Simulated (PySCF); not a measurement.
A geometry optimisation on TiBr2Cl2, `[Cl][Ti]([Cl])([Br])[Br]`.

Method: PBE0-D3(BJ)/def2-SVP geometry optimisation, gas phase (PySCF 2.14.0). Start geometry: GFN2-xTB. The input is one job of a driver script: a line of settings, then coordinates in Å.

Command:
```bash
OMP_NUM_THREADS=1 python probes_run.py task.json out
```

Input:
```
{"job": {"xc": "PBE0", "basis": "def2-SVP", "d3": "d3bj", "grid": 1, "maxiter": 40, "shake": 0.03, "kind": "geom"}, "charge": 0, "multiplicity": 1}
Ti    -0.021510    -0.076410    -0.045440
Br     0.001330    -0.028690     2.271320
Br     2.087060     0.001400    -0.785140
Cl    -0.944650     1.761660    -0.729270
Cl    -1.047380    -1.768450    -0.773590
```

Output:
```
step   0  E = -6916.33008899  max force = 0.021735
step   1  E = -6916.33273255  max force = 0.006583
step   2  E = -6916.33287974  max force = 0.001408
step   3  E = -6916.33290466  max force = 0.000877
step   4  E = -6916.33289838  max force = 0.001672
step   5  E = -6916.33289453  max force = 0.001152
step   6  E = -6916.33290422  max force = 0.000316
optimisation converged
```

Energies in Eh; «max force» is the largest Cartesian gradient component in Eh/bohr.

Question: Give the first gradient maximum in eV/Å.

Answer: With 1 Eh/bohr = 51.422 eV/Å, 1.118 eV/Å.

Question: How much energy does the optimisation release, in eV?

Answer: E(step 0) − E(last step) = 0.002815 Eh, which is 0.077 eV.

Summary of the converged run: final energy -6916.33290 Eh after 6 steps; dipole 0.21 D.

Question: Give the final coordinates.

Answer: 0.056 Å rms from the input after alignment:
```
atom  x, y, z in Å
Ti1   -0.0223   -0.0150   -0.0231
Br2   -0.0617   -0.0979    2.2871
Br3    2.1643   -0.0219   -0.7467
Cl4   -0.9945    1.7662   -0.7433
Cl5   -1.0110   -1.7419   -0.8362
```

On one thread, Intel Xeon Platinum 8259CL at 2.50 GHz (x86_64), no GPU, shared host with 96 logical CPUs at a one-minute load of 40, this took 1.8 min wall and 0.61 GiB of memory at its peak.
Labels such as C1 count atoms from 1, the log's own numbers from 0.
